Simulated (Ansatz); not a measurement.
Relaxation of CH$_{3}$Se (5 atoms, charge 0, multiplicity 2), to a largest force component of 0.02 eV/Å in at most 50 steps.

All numbers below come from Ansatz, UHF/def2-SVP.

```xyz
5
Properties=species:S:1:pos:R:3
C -0.120 -0.108 0.078
Se 1.189 1.064 -0.766
H 0.186 -1.140 -0.068
H -0.165 0.122 1.138
H -1.089 0.062 -0.382
```

Task: Where does it end, and by what steps?

Result: The run converged. The force dipped under the threshold on the way, but the program's further checks kept it going. After 5 steps the energy has fallen by 0.006 eV; H5 moved furthest, 0.02 Å.

```csv
step,energy less start (eV),largest force component (eV/Å),accepted
0,0.0000,0.386,yes
1,-0.0055,0.075,yes
2,-0.0060,0.051,yes
3,-0.0061,0.021,yes
4,-0.0061,0.011,yes
5,-0.0061,0.008,yes
```

```xyz
5
Properties=species:S:1:pos:R:3
C -0.104 -0.110 0.084
Se 1.179 1.072 -0.778
H 0.174 -1.150 -0.066
H -0.178 0.117 1.145
H -1.071 0.070 -0.386
```

Whether the end is a true minimum wasn't checked by a vibrational analysis.

Run time: 13 s on 1 thread of Arm Neoverse V2, with other jobs on the host, peak memory 0.16 GiB.
